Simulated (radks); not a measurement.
Charge is removed step by step from the 6p up level of Pb+, starting from [Hg] 6p(up 1, down 0). Method: non-relativistic Kohn-Sham, LDA (Slater exchange, Perdew-Wang correlation), spin-polarised, spherical densities, point nucleus; relativity is left out, which matters for an element this heavy; computed with a radial shooting solver on a logarithmic mesh with Libxc functionals.

removed (e),E - E(0) (eV),eigenvalue (eV),E minus straight line (eV)
0,0.000,-10.443,0.000
0.1,1.078,-11.110,-0.308
0.2,2.222,-11.784,-0.549
0.3,3.435,-12.463,-0.722
0.4,4.715,-13.147,-0.827
0.5,6.064,-13.836,-0.863
0.6,7.482,-14.530,-0.830
0.7,8.970,-15.228,-0.728
0.8,10.528,-15.929,-0.556
0.9,12.156,-16.633,-0.313
1,13.855,-17.338,0.000

Removing the whole electron costs 13.855 eV by Delta-SCF, against 10.443 eV from minus the eigenvalue at the starting occupation. Slater's transition state (half an electron removed) gives 13.836 eV. Integrating minus the eigenvalue over the occupation (Janak's theorem) gives 13.855 eV. The mean slope of the eigenvalue, de/dn, is 6.89 eV per electron. Ionisation energy of Pb+ in the NIST Atomic Spectra Database: 15.032 eV (measured).
